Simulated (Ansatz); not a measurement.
Energy needed to pull apart ZnHF (SMILES [F][ZnH]), closed shell, into free ground-state atoms, from the structure below (at a frame of a short PBE0-D4/def2-SVP trajectory); no zero-point or spin–orbit terms; open-shell atoms are treated unrestricted, in their ground-state multiplicity.

```tsv
atom	x (Å)	y (Å)	z (Å)
F1	-1.3702	0.8258	-0.6562
Zn2	0.0843	-0.0611	0.0392
H3	1.4776	-0.4039	0.7632
```

Computed with Ansatz 0.2.0 (basis: def2-TZVPP); correlated methods freeze the cores. The 3s and 3p shells of Cu and Zn are frozen; filled d shells are correlated.

```csv
method,atomization energy (kJ/mol)
PBE-D4,626
r2SCAN-D4,630
PBE0-D4,603
wB97M-V,619
HF,426
MP2,?
CCSD,?
CCSD(T),603
```

Question: What does CCSD give? (To be estimated.)

Answer: By the calculation: 593 kJ/mol, which is about 10 kJ/mol less than CCSD(T)/def2-TZVPP.

Question: What does MP2 give? (To be estimated.)

Answer: By the calculation: 631 kJ/mol, which is about 28 kJ/mol more than CCSD(T)/def2-TZVPP.

In triple zeta the MP2 and coupled-cluster atomization energies are still short of their basis limit by a few kcal/mol a bond, whereas those of the functionals are nearly converged, so these differences are not deviations from converged CCSD(T).

T1 diagnostic: at most 0.019.

For scale, one of the runs: CCSD(T)/def2-TZVPP forces, 109 basis functions, launched by `ansatz run in.yaml --threads 2 --pin off --events-out ev --progress --plain --max-ram 3481MiB`. The run took 71 s on 2 CPU threads of an AMD EPYC (shared host), with 0.61 GiB of host memory at its peak.
